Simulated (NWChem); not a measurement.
# SiCl2, singlet; SMILES Cl[Si]Cl

```xyz
3

Si     0.0000     0.0000     0.9323
Cl    -1.6066     0.0000    -0.3846
Cl     1.6066     0.0000    -0.3846
```
Atoms are numbered in this order, from 1.

Program: NWChem. Pople sets run with spherical d functions. Low-valent species are run as closed-shell singlets; no triplet was tried in these runs. Coordinates come from a PBE0-D3(BJ)/def2-TZVP optimisation. Level: PBE0/6-31G* with SMD (1 M gas to 1 M solution), gas-phase geometry. Reactions with the solvent are ignored.

| solvent | dielectric constant | solvation free energy (kcal/mol) | cavity-dispersion-structure term (kcal/mol) | dipole in solution (D) |
|---|---|---|---|---|
| water | 78.4 | … | … | 1.55 |
| toluene | 2.37 | -3.6 | -2.6 | 1.38 |
| 1,4-dioxane | 2.21 | -2.7 | -1.8 | 1.36 |
| 1-propanol | 20.5 | -4.0 | -2.2 | 1.53 |
| benzene | 2.27 | -3.7 | -2.7 | 1.37 |

Question: Complete the blanks.

Answer: 
- water, solvation free energy (kcal/mol): -1.1
- water, cavity-dispersion-structure term (kcal/mol): 0.7
